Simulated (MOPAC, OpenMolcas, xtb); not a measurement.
# How methods differ on InHF (SMILES [F][InH])

InHF: 3 atoms, total charge 0, spin state doublet. SMILES: `[F][InH]`. Geometry: relaxed at PBE0-D4/def2-TZVP.

```xyz
3

F     1.0884    0.9895    0.6943
In   -0.5225    0.3551   -0.2448
H    -0.5769   -1.4094   -0.4628
```

Quantity: the dipole moment, in D. The values are calculated.

| level | kind | program | value (D) | CPU time |
| --- | --- | --- | --- | --- |
| PM6 | semi-empirical | MOPAC | 4.12 | under 2 s |
| PM7 | semi-empirical | MOPAC | 6.46 | under 2 s |
| GFN2-xTB | semi-empirical | xtb | 3.68 | under 2 s |
| GFN0-xTB | semi-empirical | xtb | 4.94 | under 2 s |
| ROHF/LANL2DZ (core potential) | Hartree–Fock | OpenMolcas | ? | 2.7 s |
| UHF/ANO-RCC-MB (DKH2) | Hartree–Fock | OpenMolcas | 2.90 | 3.4 s |
| UHF/STO-3G | Hartree–Fock | OpenMolcas | 2.07 | 2.5 s |
| UHF/3-21G | Hartree–Fock | OpenMolcas | 2.96 | 2.6 s |
| UHF/def2-SVP (core potential) | Hartree–Fock | OpenMolcas | 3.33 | 2.9 s |
| UHF/def2-TZVP (core potential) | Hartree–Fock | OpenMolcas | 3.28 | 10 s |

(1) Estimate the missing values from the other rows.

Results:

(1) As computed at these levels: ROHF/LANL2DZ (core potential): 4.17 D. All-electron rows without a relativistic Hamiltonian named are non-relativistic, while core potentials hold scalar relativity, so basis and relativity change together. The values span 2.07 to 6.46 D. Sets without polarisation functions give poor dipoles. CPU times are rough (shared hosts, several kinds of processor): they show what a rung costs within a factor of a few.
